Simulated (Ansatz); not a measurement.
C₂H₆SSi, SMILES `[SiH3]CC=S`, 10 atoms. Total charge 0; spin multiplicity 1. All runs use 2 threads of an Arm Neoverse V1 on a shared host. Correlated methods freeze the cores.

(1) How many basis functions does each run have, and how long does it take in Ansatz? RKS r2SCAN-D4/def2-TZVPP energy and forces; RKS PBE0-D4/def2-QZVPP energy; RKS PBE0-D4/def2-SVP energy; RKS ωB97M-V/def2-QZVPP energy; RKS PBE0-D4/def2-TZVP frequencies; RKS PBE0-D4/def2-TZVP relaxation (11 steps); RKS BLYP-D4/def2-TZVPP energy; RKS ωB97M-V/def2-SVP energy; direct RPA on PBE orbitals/def2-TZVPP energy; RHF-MP2/def2-QZVPP energy; RHF-CCSD(T)/def2-TZVPP energy; RKS SPW92 (LDA)/def2-TZVPP energy. (An estimate is asked.)

Answers

(1) Ansatz gave: Other jobs shared the machine, so times are rough.

| level | job | functions | wall time | peak host memory (GiB) |
| --- | --- | --- | --- | --- |
| RKS PBE0-D4/def2-SVP | energy | 94 | 1.5 s | 0.44 |
| RKS SPW92 (LDA)/def2-TZVPP | energy | 230 | 2 s | 0.28 |
| RKS BLYP-D4/def2-TZVPP | energy | 230 | 3.3 s | 0.28 |
| RKS ωB97M-V/def2-SVP | energy | 94 | 6 s | 0.44 |
| direct RPA on PBE orbitals/def2-TZVPP | energy | 230 | 7.5 s | 0.48 |
| RKS r2SCAN-D4/def2-TZVPP | energy and forces | 230 | 8 s | 0.31 |
| RKS PBE0-D4/def2-QZVPP | energy | 434 | 14 s | 1.3 |
| RKS ωB97M-V/def2-QZVPP | energy | 434 | 30 s | 1.6 |
| RHF-MP2/def2-QZVPP | energy | 434 | 34 s | 2.4 |
| RKS PBE0-D4/def2-TZVP | relaxation (11 steps) | 172 | 56 s | 0.4 |
| RHF-CCSD(T)/def2-TZVPP | energy | 230 | 120 s | 3.7 |
| RKS PBE0-D4/def2-TZVP | frequencies | 172 | 3.3 min | 0.44 |
